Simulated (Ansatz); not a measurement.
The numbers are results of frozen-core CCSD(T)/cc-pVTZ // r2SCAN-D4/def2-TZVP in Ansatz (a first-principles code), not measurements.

Ansatz 0.2 input:
```yaml
crystal:
  periodic: [false, false, false]
  atoms:
    - { symbol: N, position_ang: [-1.190401, -0.127864, 0.29912] }
    - { symbol: C, position_ang: [-0.00739, -0.103649, -0.001362] }
    - { symbol: N, position_ang: [1.160658, -0.288624, -0.304427] }
    - { symbol: H, position_ang: [-1.829196, 0.509374, -0.157996] }
    - { symbol: H, position_ang: [1.882818, 0.239636, 0.167297] }
basis:
  gaussian: { orbitals: cc-pVTZ }
correlation:
  method: ccsd_t
```

Output:

```
Functional definition: HF
692 factors; integrals over basis functions are off by at most 8.0e-4 eV
mean field evaluation 1: about -4023.9201 eV, gradient 3.3e1 eV
mean field evaluation 2: about -4023.9241 eV, gradient 3.3e1 eV
mean field evaluation 4: about -4026.0690 eV, gradient 3.0e0 eV
mean field evaluation 8: about -4026.1155 eV, gradient 1.7e-1 eV
mean field evaluation 16: about -4026.1010 eV, gradient 1.1e0 eV
mean field -4026.11587722 eV, -147.9570294884 hartree, gradient 6.0e-6 eV, S^2 0.000000; 0 other end points of the search recorded, 0 dependent functions left out
3 core orbitals not correlated
reference -4026.11587722 eV, -147.9570294884 hartree; 8, 8 occupied and 107, 107 virtual orbitals, 692 factors
second order -15.04296241 eV of doubles, -0.00000000 eV of singles
cycle   1  -14.65612624 eV  change    3.9e-1 eV  update   1.1e-1
cycle   2  -15.08439350 eV  change   -4.3e-1 eV  update   3.5e-2
cycle   3  -15.19424877 eV  change   -1.1e-1 eV  update   1.6e-2
cycle   4  -15.17876192 eV  change    1.5e-2 eV  update   3.7e-3
cycle   5  -15.17890643 eV  change   -1.4e-4 eV  update   1.6e-3
cycle   6  -15.17896601 eV  change   -6.0e-5 eV  update   4.4e-4
cycle   7  -15.17867437 eV  change    2.9e-4 eV  update   2.3e-4
cycle   8  -15.17869296 eV  change   -1.9e-5 eV  update   8.7e-5
cycle   9  -15.17870036 eV  change   -7.4e-6 eV  update   2.9e-5
cycle  10  -15.17868691 eV  change    1.3e-5 eV  update   9.7e-6
perturbative correction -0.77981611 eV, -0.0286577136 hartree
Total energy: -4042.07438024 eV, -148.5434936574 hartree
```

Cost: very roughly 10 core-seconds.
